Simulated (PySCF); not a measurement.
## From a computed spectrum to the compound

A species of 3 atoms with charge 1 has these harmonic modes (PBE0, small Gaussian bases with core potentials, PySCF 2.14.0):

```csv
cm⁻¹,km/mol,symmetry
81,5.5,a1
388,26.0,a1
390,101.2,b2
```

(1) Which species is it, and in which structure?

Results:

(1) [SmCl2]+ (singlet in the valence; each metal's 4f electrons, 5 of them, lie in its core potential, out of spins and levels):
```xyz
3

Sm    0.0000    0.0000   -0.4420
Cl    1.9725    0.0000    0.9601
Cl   -1.9725    0.0000    0.9601
```
Ideal gas at 298.15 K and 1 bar: S = 325.2 J/(mol K), Cp = 54.0 J/(mol K), H − H(0 K) = 13.6 kJ/mol (rigid rotor, harmonic modes, spin degeneracy alone, that of the 4f electrons in the core included). An lcecp potential fixes the number of 4f electrons, so in runs with it no electron can move into or out of that shell.
 This is one of several that fit.
